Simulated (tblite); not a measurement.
C5H10NPSi.
Atom-mapped SMILES: `[N:1]#[C:2][C@@H:3]1[CH2:4][CH2:5][Si@H:6]([PH2:7])[CH2:8]1` (hydrogens: H9 on C3; H10, H11 on C4; H12, H13 on C5; H14 on Si6; H15, H16 on P7; H17, H18 on C8)

Geometry (GFN2-xTB, Å), atoms numbered from 1 in this order:
```xyz
18
C5H10NPSi angstrom
N     -2.199   -1.200    2.759
C     -1.787   -0.658    1.839
C     -1.236    0.010    0.688
C     -1.146   -0.937   -0.516
C     -0.432   -0.191   -1.642
Si     0.928    0.811   -0.746
P      2.909   -0.223   -0.911
C      0.174    0.537    0.989
H     -1.891    0.851    0.431
H     -0.563   -1.814   -0.228
H     -2.138   -1.276   -0.821
H     -1.133    0.472   -2.148
H     -0.058   -0.891   -2.386
H      0.882    2.237   -1.115
H      3.615    0.773   -0.259
H      3.202    0.296   -2.160
H      0.734   -0.218    1.544
H      0.129    1.427    1.613
```

Computed values, GFN2-xTB/tblite, gas phase, harmonic and unscaled. Against measured fundamentals such values can be off by several per cent, at times by over 20. Modes of hydrogen on phosphorus and silicon can be 10 to 20 % off. One conformer, not necessarily the lowest.

Harmonic wavenumbers (cm⁻¹): 44.3, 82.6, 96.1, 138.1, 151.7, 186.4, 280.1, 352.3, 451.9, 487.1, 525.1, 531.2, 588.1, 592.9, 668.8, 685.3, 720.9, 744.7, 766.2, 803.2, 889.5, 936.4, 1025.6, 1051.0, 1056.8, 1096.8, 1140.4, 1153.0, 1187.0, 1208.6, 1258.3, 1270.9, 1286.7, 1331.9, 1472.4, 1476.4, 1495.0, 2161.6, 2304.9, 2385.5, 2404.7, 2918.6, 2970.5, 2976.1, 2985.6, 2991.8, 3009.6, 3014.7.

A = 2907, B = 749.5, C = 687.3 MHz; mass 143.032 u (most abundant isotopes); point group C1, symmetry number 1.

Q: What is the zero-point energy?

A: ½Σν̃ = 29679 cm⁻¹ = 355.04 kJ/mol.

Q: Entropy at 298.15 K, 1 bar (ideal gas, RRHO, classical rotation)?

A: Translation 170.75, rotation 124.48, vibration 121.35: S = 416.6 J/(mol K).

Q: And Cp and H(298.15 K) − H(0)?

A: Cp = 161.36 J/(mol K), of which vibrations give 128.11 (their classical limit is 48 R = 399.1); H(298.15 K) − H(0) = 28.97 kJ/mol without the zero-point energy, 19.05 from vibrations.

Q: Which modes carry the vibrational entropy at 298.15 K?

A: 44.3 cm⁻¹: 21.16; 82.6 cm⁻¹: 16.02; 96.1 cm⁻¹: 14.78; 138.1 cm⁻¹: 11.84; 151.7 cm⁻¹: 11.09; 186.4 cm⁻¹: 9.47 J/(mol K); the other 42 give 37.00 together.

Q: Blend soft modes into free rotors: weight 1/[1 + (100 cm⁻¹/ν̃)⁴] for the oscillator and the rest for a rotor with moment μB/(μ + B), μ = h/(8π²ν), B = 10⁻⁴⁴ kg m². What vibrational entropy results?

A: 111.70 J/(mol K) in place of 121.35, which changes −T·S at 298.15 K by +2.88 kJ/mol.

Q: How do the functions run with temperature in this model?

A: 
```csv
T (K),S (J/(mol K)),Cp (J/(mol K)),H − H(0) (kJ/mol),G − H(0) (kJ/mol),ln q(vib)
50,249.2,56.4,2.11,-10.35,0.53
100,295.4,77.9,5.51,-24.04,1.77
373.15,456.2,192.0,42.24,-127.98,8.84
500,518.6,235.1,69.45,-189.87,12.09
750,626.1,294.2,136.19,-333.36,18.26
1000,716.3,332.5,214.86,-501.47,23.96
```

q(vib) and H(0) count from the zero-point level.

Q: What must be added to the electronic energy to get the Gibbs energy at 298.15 K and 1 bar?

A: ZPE + [H(298.15 K) − H(0)] − T·S = 355.04 + 28.97 − 124.21 = 259.80 kJ/mol.

Hindered rotation and anharmonicity are outside this model. Other conformers, if any are populated, would add a mixing term that is left out. The structure is chiral; the term R ln 2 for an equal mix with its mirror image is left out.
